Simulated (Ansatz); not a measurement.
Ideal-gas functions of CH$_{3}$ClOZn, SMILES `[OH][Zn][CH2]Cl` at 800 K and 1 bar, from an Ansatz frequency run at PBE0-D4/def2-TZVP.

Molar mass 131.88 g/mol, point group Cs (symmetry number 1), electronic degeneracy 1, moments of inertia 30.19, 326.188, 353.2 u Å². Harmonic wavenumbers (cm⁻¹, unscaled): 59, 84, 151, 191, 539, 655, 679, 730, 746, 1116, 1154, 1430, 3099, 3163, 3916.

Use S(trans) = R[1.5 ln M + 2.5 ln T − 1.1517]; rotational temperatures θ = 24.2544 K / I; S(rot) = R[ln(√π/σ · √(T³/θAθBθC)) + 1.5]; for each mode x = 1.438777 ν̃/T, S = R[x/(eˣ − 1) − ln(1 − e⁻ˣ)] and H = RT x/(eˣ − 1); 1 cm⁻¹ = 0.0119627 kJ/mol; R = 8.31446 J/(mol·K).

Question: By hand: the entropy, in J/(mol·K).

Answer: Translation 190.3. Rotation: θ = 0.8034, 0.0744, 0.0687 K, giving 123.4. Vibration, mode by mode: 26.97, 24.04, 19.18, 17.24, 8.89, 7.42, 7.15, 6.62, 6.47, 3.79, 3.59, 2.43, 0.21, 0.19, 0.06, in all 134.2. Electronic 0.0. Sum 447.9 J/(mol·K).

Question: By hand: H − E and G − E in kJ/mol, counted from the electronic energy.

Answer: Zero-point energy ½ × 17712 × 0.0119627 = 105.9; thermal vibration 46.8; translation, rotation and pV give 4 RT = 26.6. H − E = 179.3 kJ/mol, and G − E = 179.3 − 800 × 447.9/1000 = -179.0 kJ/mol.

Vibration gives 30 % of the entropy, 51.0 J/(mol·K) of it from the modes under 150 cm⁻¹: soft modes count most, and the harmonic formula is weakest for them. The sum counts one conformer and one mirror image; others add a mixing term.
